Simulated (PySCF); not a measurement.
## Substituent chemical shifts

Parent skeleton `[CH3:1][S:2][SiH2:3][O:4][CH:5]([CH3:6])[CH3:7]`; one hydrogen on atom 5 is replaced by X. Hydrogens on one atom are averaged.

Method: GFN2-xTB structure, σ from GIAO-PBE0/pcSseg-1, in PySCF 2.14.0 with density-fitted response routines (averaged over atoms made equivalent by symmetry, fast rotation or ring inversion, one conformer, no solvent model, no relativistic terms).

Scale: 13C, 29Si, 1H vs TMS; CS2 for 33S; 17O vs H2O (reference shieldings calculated alike).

Parent (X = H): C1 7.9, S2 -214.7, Si3 -14.4, O4 50.4, C5 69.8, C6/C7 26.7, H(C1) 1.77, H(Si3) 5.31, H(C6)/H(C7) 1.28 ppm. Effects are Δδ = δ(X) − δ(H), positive for deshielding.

Problem. Give Δδ (ppm) for X = OSiH3, C2H5, vinyl, CH3, CH2OH, CHO, COOH, OCH3.

Solution. 
| X | SMILES | C1 | S2 | Si3 | O4 | C5 | C6/C7 | H(C1) | H(Si3) | H(C6)/H(C7) |
| --- | --- | --- | --- | --- | --- | --- | --- | --- | --- | --- |
| OSiH3 | CS[SiH2]OC(C)(C)O[SiH3] | +4.8 | +31.7 | -13.4 | +55.8 | +30.8 | +4.6 | +0.32 | -0.03 | +0.28 |
| C2H5 | CCC(C)(C)O[SiH2]SC | +0.0 | +2.7 | -5.7 | +14.0 | +5.3 | +3.5 | +0.01 | +0.11 | +0.06 |
| vinyl | C=CC(C)(C)O[SiH2]SC | +1.7 | +25.1 | -10.4 | +31.0 | +6.7 | +4.0 | +0.09 | +0.13 | +0.19 |
| CH3 | CS[SiH2]OC(C)(C)C | +0.2 | +2.3 | -6.5 | +20.6 | +4.0 | +5.7 | -0.01 | +0.08 | +0.09 |
| CH2OH | CS[SiH2]OC(C)(C)CO | +0.2 | +21.5 | -13.6 | +6.6 | +5.1 | +0.1 | -0.07 | +0.08 | +0.06 |
| CHO | CS[SiH2]OC(C)(C)C=O | +1.9 | +19.6 | -4.8 | +20.8 | +12.0 | -0.2 | +0.15 | +0.15 | +0.15 |
| COOH | CS[SiH2]OC(C)(C)C(=O)O | +5.3 | +70.4 | -18.6 | +14.1 | +5.9 | +3.4 | +0.28 | +0.24 | +0.30 |
| OCH3 | COC(C)(C)O[SiH2]SC | +4.2 | +34.2 | -10.3 | +43.8 | +32.1 | +2.8 | +0.37 | -0.02 | +0.18 |

Problem. Which position responds most, and to which substituents?

Solution. S2: from +2.3 ppm with CH3 to +70.4 ppm with COOH.

Experimental scales use liquid or dissolved standards, which lie at an offset from isolated H2O (liquid H2O: subtract about 36 ppm).
